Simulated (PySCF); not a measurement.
**Electric field gradients and quadrupole coupling constants**

Species: CH11O2PSi3.
Geometry (GFN2-xTB, Å), atoms numbered from 1 in this order:
```xyz
18
CH11O2PSi3 angstrom
Si     2.2327    1.0485    0.3314
O      2.0368   -0.5583    0.1421
Si     1.2748   -1.9740    0.0252
C     -0.3336   -1.7069   -0.9718
O     -1.0327   -0.6476   -0.3491
Si    -1.6151    0.6865   -1.0351
P     -2.1964    1.8570    0.7690
H      3.4075    1.1497    1.1948
H      1.0303    1.6243    0.9280
H      2.4890    1.5734   -1.0110
H      2.1816   -2.8524   -0.7099
H      0.9430   -2.4217    1.3742
H     -0.9801   -2.5881   -0.9640
H     -0.1407   -1.4595   -2.0184
H     -0.6054    1.4187   -1.8129
H     -2.7143    0.3719   -1.9651
H     -3.5277    1.4842    0.7594
H     -2.4586    3.0007    0.0366
```

Field gradients from the PBE0/pcSseg-1 density (PySCF, non-relativistic), principal values in atomic units, ordered |Vxx| ≤ |Vyy| ≤ |Vzz|:

```tsv
atom	Vxx	Vyy	Vzz
O2	-0.5114	-0.6233	1.1348
O5	-0.5758	-1.1758	1.7516
```

Find the asymmetry η = (Vxx − Vyy)/Vzz and the couplings χ = eQV/h (234.96 MHz × Q in barn × V in au), with Q(17O) = −0.0256 b.

```tsv
atom	environment	nucleus	η	χzz (MHz)	χxx (MHz)	χyy (MHz)
O2	siloxane oxygen	17O	0.10	-6.83	3.08	3.75
O5	silyl ether oxygen	17O	0.34	-10.54	3.46	7.07
```

The tensor is traceless: Vxx + Vyy + Vzz = 0.

What is Vzz at O5 in SI units (1 au = 9.71736 × 10²¹ V/m²)?

1.7516 au = 17.021 × 10²¹ V/m².

And the gradient at the other heavy atoms, for which no coupling is worked out here?

```csv
atom,environment,Vzz (au),η
Si1,oxygen-bound silicon,0.636,0.06
Si3,oxygen-bound silicon,0.486,0.47
C4,sp3 carbon bound to oxygen,0.461,0.31
Si6,oxygen-bound silicon,0.324,0.66
P7,three-coordinate phosphorus,-0.938,0.44
```

What couplings would deuterons (Q(2H) = 0.00286 b) have in place of the hydrogens, at this geometry?

```
atom  bonded to  bond length (Å)  Vzz (au)     η  χzz (kHz)
  H8        Si1            1.461    0.1614  0.02        108
  H9        Si1            1.461    0.1587  0.02        107
 H10        Si1            1.464    0.1593  0.02        107
 H11        Si3            1.461    0.1611  0.01        108
 H12        Si3            1.460    0.1619  0.02        109
 H13         C4            1.093    0.3017  0.08        203
 H14         C4            1.093    0.3000  0.13        202
 H15        Si6            1.470    0.1547  0.03        104
 H16        Si6            1.474    0.1524  0.03        102
 H17         P7            1.383    0.2162  0.06        145
 H18         P7            1.383    0.2150  0.07        144
```

The structure is a single GFN2-xTB conformer in the gas phase; no vibrational or solvent corrections. GFN2-xTB bond lengths can be off by several hundredths of an ångström, more for odd bonds, and the gradients follow them. A larger basis could move these couplings by a tenth or more.
